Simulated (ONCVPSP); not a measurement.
# Ranking ONCV potentials for Cr (Z = 24)

All share these settings but for the change named:

```
Element                 : chromium
Generator               : ONCVPSP 4.0.1
Type                    : optimised norm-conserving Vanderbilt (ONCV)
Functional              : PBE
Relativity              : fully relativistic
Frozen core             : [Ne]
Valence charge          : 14
Reference configuration : 3s2 3p6 3d4 (charge +2)
Partial waves           : 3s: rc 1.25 bohr, ncon 3, nbas 7, qcut 9.4 1/bohr, 1 projector; 3p: rc 1.40 bohr, ncon 3, nbas 6, qcut 11.4 1/bohr, 2 projectors, debl 4 Ha; 3d: rc 1.10 bohr, ncon 4, nbas 9, qcut 14.5 1/bohr, 3 projectors, debl 1.5 Ha
Local potential         : polynomial inside 0.80 bohr (lpopt 3, dvloc0 0 Ha)
Core correction         : none
```

Open shells are filled in proportion to 2j + 1.

Cutoff: the first of the cutoffs (Ha) at which the residual kinetic energy of the hardest occupied pseudo-wave falls to 1 and 0.1 mHa per electron; the density cutoff is not measured.

The base gives 75 Ha.

Of 9 variants that were run, those that failed, showed a ghost or another fault, or gave nearly equal values are left out.

A variant can come out equal or close to the base.

**Question.** Rank these variants from softest to hardest (loose cutoff).
A. all radii scaled by about 0.85 (s 1.06, p 1.20, d 0.94 bohr); local potential polynomial inside 0.68 bohr (lpopt 3, dvloc0 0 Ha)
B. all radii scaled by about 1.32 (s 1.66, p 1.84, d 1.46 bohr); local potential polynomial inside 1.06 bohr (lpopt 3, dvloc0 0 Ha)
C. all radii scaled by about 1.15 (s 1.44, p 1.62, d 1.26 bohr); local potential polynomial inside 0.92 bohr (lpopt 3, dvloc0 0 Ha)

**Answer.** B (57 Ha), C (67 Ha), A (84 Ha).
